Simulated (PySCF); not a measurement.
An unknown is described by computed data only.

Formula: C2H11AlO2Si.

* UV, strongest line: among the 10 lowest singlet transitions: S8 at 7.36 eV (169 nm, f = 0.057) [TDDFT B3LYP/def2-SVPD]
* Polarisability: 90.6 au [B3LYP/def2-SVPD]
* Dipole: 5.22 D [B3LYP/def2-SVPD]
* XPS: Si2p3/2 106.8, C1s 293.2 (×2), O1s 536.6, O1s 540.5, Al1s 1566.2, Si1s 1846.7 eV [ΔSCF SCAN, pcX-2 on the ionised atom, pcseg-1 elsewhere, spin-free X2C, 2p3/2 from a spin–orbit splitting computed afterwards within the 2p shell]
* Valence photoelectron: vertical ionisation energy: 9.18 eV [ΔSCF B3LYP/def2-SVPD]
* UV, first state: lowest singlet excitation: 6.21 eV (200 nm, f = 0.016) [TDDFT B3LYP/def2-SVPD]
* Rotational structure: rotational constants A, B, C: 4.539, 1.046, 0.902 GHz [PBE0-D3(BJ)/def2-SVP]
* Triplet: lowest triplet excitation (Tamm–Dancoff): 5.94 eV [TDA B3LYP/def2-SVPD]

Electronic properties: PySCF, gas phase, density fitting. Levels stand in brackets. The structure is a single PBE0-D3(BJ)/def2-SVP conformer in the gas phase; no vibrational or solvent corrections.

Question: What is the compound? Reason from the data.

Answer: Numbering: `[CH3:1][O+:2]([CH3:3])[AlH2-:4][O:5][SiH3:6]`. The core levels belong to: Si2p3/2 106.8 eV, oxygen-bound silicon [Si6]; C1s 293.2 eV, O-methyl carbon [C1/C3]; O1s 536.6 eV, oxygen bonded to Al and Si [O5]; O1s 540.5 eV, oxygen bonded to Al and 2 C [O2]; Al1s 1566.2 eV, aluminium bonded to 2 O and 2 H [Al4]; Si1s 1846.7 eV, oxygen-bound silicon [Si6]. One atom of each topological class was ionised and stands for its class. The first electron is taken from the HOMO, whose largest Löwdin shares are 0.28 on the aluminium bonded to 2 O and 2 H, 0.24 on an Al–H hydrogen, 0.21 on an Al–H hydrogen and 0.16 on the oxygen bonded to Al and Si. The optimised geometry has point group C1 and is an asymmetric top. Structure: `C[O+](C)[AlH2-][O][SiH3]`. Computed isomers that give other values at the same levels: `C[O+]([AlH3-])CO[SiH3]` (rotational constant A: 3.009 GHz; this holds for the one conformer computed). The assignments are read from this structure; whether some other isomer fits the data as well wasn't checked.

Conformer computed: `[CH3:1][O+:2]([CH3:3])[AlH2-:4][O:5][SiH3:6]`: C1–O2–Al4–O5 -39°, O2–Al4–O5–Si6 -165°.
